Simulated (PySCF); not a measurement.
CBr3, SMILES Br[C](Br)Br, multiplicity 2.

Geometry optimised at ωB97X-D3(BJ)/def2-SVP.

Two levels are set side by side: PBE/def2-TZVP (PySCF) and r2SCAN/def2-TZVP (PySCF). Same geometry, gas phase. Differences are taken from unrounded values.

| quantity | r2SCAN |
|---|---|
| α-spin orbital gap (eV) | 2.60 |
| β-spin orbital gap (eV) | 4.31 |
| dipole moment (D) | 0.13 |
| mean polarisability (bohr³) | 70.5 |

**Question.** What does PBE give, and how far is it from r2SCAN? (Estimate from the structure and the level; the computed values follow.)

**Answer.** 
```
quantity                      PBE  PBE minus r2SCAN
---------------------------  ----  ----------------
α-spin orbital gap (eV)      2.14             -0.46
β-spin orbital gap (eV)      3.51             -0.80
dipole moment (D)            0.17              0.04
mean polarisability (bohr³)  72.9               2.4
```

Rough cost on one machine, each run with all the roots and properties that it gave: r2SCAN against PBE about 3 times.
